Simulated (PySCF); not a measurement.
PySCF job for ZrF₂I₂, SMILES [F][Zr]([F])([I])[I], multiplicity 1, PBE-D3(BJ)/def2-SVP. Geometry optimised at PBE-D3(BJ)/def2-SVP. The multiplicity is an assumed one; no other spin state was optimised. The structure was generated by enumeration; whether it is a known compound was not checked. The def2 effective core potentials stand for the cores of I, Zr; spin–orbit coupling is left out.

```python
import numpy as np
from pyscf import gto, scf, dft, df
from pyscf.hessian import thermo

mol = gto.M(
    atom='''
    Zr    0.00000000    0.00000000   -0.89015999
    F     0.00000000   -1.54694257   -1.98689456
    F     0.00000000    1.54694256   -1.98689456
    I    -2.21593867   -0.00000000    0.67330662
    I     2.21593867   -0.00000000    0.67330662
    ''',
    basis='def2-SVP',
    ecp={'I': 'def2-svp', 'Zr': 'def2-svp'},
    charge=0,
    spin=0,
    max_memory=1600,
    verbose=3,
)
mf = dft.RKS(mol, xc='pbe').density_fit(auxbasis='def2-universal-jkfit')
mf.disp = 'd3bj'
mf.grids.level = 3
mf.conv_tol = 1e-11
mf.max_cycle = 100
mf.kernel()

# [left out here: the lines that compute and print the analytic Hessian (its translational invariance restored by hand, since the grid's response is missing), thermochemistry and intensities]
```

It prints:

```
converged SCF energy = -842.105952168428

WARN: DFTD3 does not support analytical Hessian, using finite difference


WARN: Mole.unit (angstrom) is changed to Bohr

Mode                                 0                   1                   2
Irrep
Freq [cm^-1]                       50.2065             95.9793            112.8558
Reduced mass [au]                  89.9326             29.5717             20.1642
Force const [Dyne/A]                0.1336              0.1605              0.1513
Char temp [K]                      72.2360            138.0929            162.3744
Normal mode                   x     y     z       x     y     z       x     y     z
       0  Zr                -0.00 -0.00 -0.04    0.00 -0.06 -0.00    0.00 -0.00 -0.00
       1   F                -0.00 -0.00 -0.04   -0.00  0.02 -0.12    0.16  0.00 -0.00
       2   F                -0.00  0.00 -0.04    0.00  0.02  0.12   -0.16  0.00  0.00
       3   I                 0.05  0.00  0.02    0.00  0.02 -0.00    0.00  0.02 -0.00
       4   I                -0.05  0.00  0.02   -0.00  0.02 -0.00    0.00 -0.02  0.00
Mode                                 3                   4                   5
Irrep
Freq [cm^-1]                      120.1344            144.2514            220.5087
Reduced mass [au]                  23.8953             22.4733             61.4646
Force const [Dyne/A]                0.2032              0.2755              1.7609
Char temp [K]                     172.8466            207.5457            317.2629
Normal mode                   x     y     z       x     y     z       x     y     z
       0  Zr                 0.01  0.00  0.00    0.00 -0.00 -0.00   -0.00 -0.00  0.07
       1   F                -0.14 -0.00  0.00    0.00  0.09 -0.12    0.00  0.06 -0.01
       2   F                -0.14  0.00 -0.00   -0.00 -0.09 -0.12    0.00 -0.06 -0.01
       3   I                 0.02 -0.00 -0.02   -0.02  0.00  0.02    0.03  0.00 -0.02
       4   I                 0.02  0.00  0.02    0.02  0.00  0.02   -0.03  0.00 -0.02
Mode                                 6                   7                   8
Irrep
Freq [cm^-1]                      268.2515            675.9039            691.5119
Reduced mass [au]                  83.1818             21.2522             23.2561
Force const [Dyne/A]                3.5267              5.7204              6.5522
Char temp [K]                     385.9542            972.4752            994.9317
Normal mode                   x     y     z       x     y     z       x     y     z
       0  Zr                -0.09 -0.00 -0.00    0.00 -0.00 -0.04    0.00 -0.05  0.00
       1   F                 0.03  0.00 -0.00   -0.00  0.12  0.09   -0.00  0.12  0.08
       2   F                 0.03 -0.00 -0.00   -0.00 -0.12  0.09    0.00  0.12 -0.08
       3   I                 0.03  0.00 -0.02    0.00  0.00  0.00   -0.00  0.00 -0.00
       4   I                 0.03 -0.00  0.02   -0.00  0.00  0.00    0.00  0.00 -0.00
temperature 298.1500 [K]
pressure 101325.00 [Pa]
Rotational constants [GHz] 1.18148 0.37793 0.31923
Symmetry number 2
Zero-point energy (ZPE) 0.00542 [Eh]   14233.189 [J/mol]
                           tot       elec      trans        rot        vib
Entropy [J/mol/K]       401.894      0.000    182.929    128.498     90.468
Cv [J/mol/K]             87.589      0.000     12.472     12.472     62.646
Cp [J/mol/K]             95.904      0.000     20.786     12.472     62.646
Internal energy [J/mol]                      3718.434   3718.434  27010.805
Internal energy [Eh]   -842.09283  -842.10595
Enthalpy [J/mol]                             6197.391   3718.434  27010.805
Enthalpy [Eh]          -842.09189
Gibbs free energy [J/mol]                  -48342.842 -34593.192     37.860
Gibbs free energy [Eh] -842.13753
mode   freq/cm-1   IR/(km/mol)
   1       50.21         0.156
   2       95.98         3.109
   3      112.86         0.000
   4      120.13         0.911
   5      144.25         2.350
   6      220.51        16.457
   7      268.25        68.737
   8      675.90       119.324
   9      691.51       103.662
max |gradient| / (hartree/bohr): 0.00022530483936446168
APT charges: [ 2.0219 -0.5796 -0.5796 -0.4313 -0.4313]
```

The calculation finished and met its thresholds.
